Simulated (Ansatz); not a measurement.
This geometry of C2H5NSi (9 atoms, charge 0, multiplicity 1) is a first-order saddle point.

Method: RKS B3LYP/6-31G in Ansatz 0.2.0.

```xyz
9
Properties=species:S:1:pos:R:3
C -1.274 0.681 -0.570
Si -0.080 -0.860 -0.872
C 1.046 -0.682 0.680
N 1.661 -0.888 1.672
H -1.878 0.525 0.330
H -1.960 0.726 -1.424
H -0.753 1.639 -0.495
H 0.995 -0.266 -1.800
H 2.243 -0.875 2.480
```

**Question.** Which two structures does it join? (They come from a converged band through this point; their orientation in space is the band's.)

**Answer.** No bond is made or broken.

Image 0:

```xyz
9
Properties=species:S:1:pos:R:3
C -1.267 0.723 -0.556
Si -0.042 -0.777 -0.845
C 1.036 -0.748 0.687
N 1.598 -1.130 1.681
H -1.836 0.575 0.368
H -1.979 0.735 -1.388
H -0.759 1.690 -0.516
H 1.016 -0.273 -1.821
H 2.233 -0.794 2.390
```

Image 6:

```xyz
9
Properties=species:S:1:pos:R:3
C -1.309 0.648 -0.606
Si 0.037 -0.764 -0.755
C 1.140 -0.492 0.739
N 1.797 -0.591 1.740
H -1.862 0.552 0.334
H -2.022 0.519 -1.428
H -0.879 1.651 -0.670
H 1.022 -0.283 -1.816
H 2.077 -1.238 2.462
```

**Question.** How far does it lie above each of them?

**Answer.** 0.3 kcal/mol above the first and 1.0 kcal/mol above the second. This is the barrier of this one path; another mechanism may lie lower. Limits of this set-up: no polarisation functions.

Time of the run: 3.9 min on 1 thread of Arm Neoverse V1, on a shared host, peak memory 0.11 GiB.
